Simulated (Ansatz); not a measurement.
The same path of a periodic cell of 15 atoms, Ti₁₂H₂C (surface Ti(0001), adsorbate CH2) was run twice with different band settings. Lost on the way: Ti9–C13, Ti9–H14, Ti11–C13. Made: Ti10–C13, Ti10–H14, Ti12–C13.

All numbers below come from DFT PBE, scalar-relativistic, plane waves, PAW (Ansatz 0.2.0). Settings: cutoff 420 eV, k mesh 4x4x1, gaussian smearing 0.05 eV, no spin polarisation.

Relaxed end points:

```xyz
15
Lattice="5.9000 0.0000 0.0000 2.9500 5.1095 0.0000 0.0000 0.0000 17.6846" Properties=species:S:1:pos:R:3
Ti 0.000 0.000 1.000
Ti 2.950 0.000 1.000
Ti 1.475 2.555 1.000
Ti 4.425 2.555 1.000
Ti -0.027 1.718 3.175
Ti 2.954 1.681 3.217
Ti 1.489 4.250 3.152
Ti 4.448 4.265 3.216
Ti -0.023 0.026 5.423
Ti 3.040 -0.052 5.467
Ti 1.439 2.561 5.423
Ti 4.373 2.585 5.500
C 8.181 3.794 6.856
H 8.640 4.561 7.525
H 7.744 3.024 7.535
```

```xyz
15
Lattice="5.9000 0.0000 0.0000 2.9500 5.1095 0.0000 0.0000 0.0000 17.6846" Properties=species:S:1:pos:R:3
Ti 0.000 0.000 1.000
Ti 2.950 0.000 1.000
Ti 1.475 2.555 1.000
Ti 4.425 2.555 1.000
Ti 0.004 1.681 3.217
Ti 2.923 1.718 3.175
Ti 1.498 4.265 3.216
Ti 4.439 4.250 3.152
Ti 0.090 -0.052 5.467
Ti 2.927 0.026 5.423
Ti 1.423 2.585 5.500
Ti 4.389 2.561 5.423
C 11.131 3.794 6.856
H 11.590 4.561 7.525
H 10.694 3.024 7.535
```

Common settings: spring 5.0 eV/Å²; optimiser quadratic models (default); end points relaxed; atoms held 1 to 4.

| run | movable images | climbing image | start path | force threshold | iteration limit |
| --- | --- | --- | --- | --- | --- |
| 1 | 5 | yes | IDPP | 0.03 eV/Å | 54 |
| 2 | 2 | no | default | 0.05 eV/Å | 50 |

Question: What does each run give, and how far can it be trusted?

Answer: Run 1: converged after 10 iterations, highest image 0.057 eV above the first end. The profile has 2 maxima (images 1, 4) with wells between them (image 2): this band takes more than one step, which may be the mechanism or a detour left from its start path. By the program's own check the climbing image is of a kind that is not told: the force calls were inconclusive, a negative curvature could not be distinguished from the path's own, the only one lies far off the path, or fixed occupations may fill a level only in part (lowest curvatures found: -0.04 and 0.15 eV/Å²).
Run 2: converged after 9 iterations, highest image 0.050 eV above the first end. No image climbed, so the highest image needn't sit at the top of the path.
Limits of this set-up: coarse k mesh, thin slab, slab without dipole correction.
